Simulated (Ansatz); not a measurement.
Cost and result up the ladder for the cluster K₃I₂ (5 atoms). The state is a doublet with charge 0. Geometry: B3LYP-D4/def2-SVP.

```xyz
5

K    -1.359   -3.723   -0.226
K     2.432    1.363   -0.190
K    -1.854    0.523    0.209
I    -0.175    3.255   -0.686
I     0.956   -1.419    0.894
```

Ansatz on 4 threads of Arm Neoverse V2 on a shared host. Times are rough, and most runs start from the orbitals of an earlier one. PBE0-D4/def2-TZVP serves as the yardstick here, not as an exact answer. Differences are given only for rows in sets of like size (and for xTB, whose basis is part of the method), since another set adds its own error. Binding counts from free atoms at the same level (K doublet, I doublet; other spins of the atoms weren't run), without zero-point energy or a counterpoise term.

In the def2 sets I takes a core potential; there is no spin–orbit coupling. Correlated methods freeze 23 core orbitals; core or outer-core shells of K, I are correlated, in sets that lack core-valence functions. The rows differ in basis, and correlated rows in double-zeta sets carry the largest basis error. Another isomer (doublet) lies 0.10 eV lower at PBE-D4/def2-SVP; other spin states weren't run for this one.

Correlated methods converge slowly with the basis, most of all in double-zeta sets.

| level | functions | wall time | binding energy per atom (eV) | difference from PBE0-D4/def2-TZVP (eV) |
| --- | --- | --- | --- | --- |
| LDA (SPW92)/def2-TZVP | 199 | 3.2 s | 1.94 | 0.14 |
| PBE-D4/def2-SVP | 124 | 4.1 s | 1.79 | – |
| PBE0-D4/def2-SVP | 124 | 7 s | 1.81 | – |
| PBE-D4/def2-TZVP (with forces) | 199 | 7.5 s | 1.79 | -0.02 |
| MP2/def2-TZVP | 199 | 9.5 s | 1.82 | 0.02 |
| PBE0-D4/def2-TZVP | 199 | 14 s | 1.80 | 0.00 |
| r2SCAN-D4/def2-TZVP | 199 | 20 s | 1.84 | 0.04 |
| PBE-QIDH/def2-TZVP | 199 | 20 s | 1.83 | 0.02 |
| B97M-V/def2-TZVP | 199 | 39 s | 1.75 | -0.06 |
| CCSD(T)/def2-SVP | 124 | 89 s | 1.71 | – |
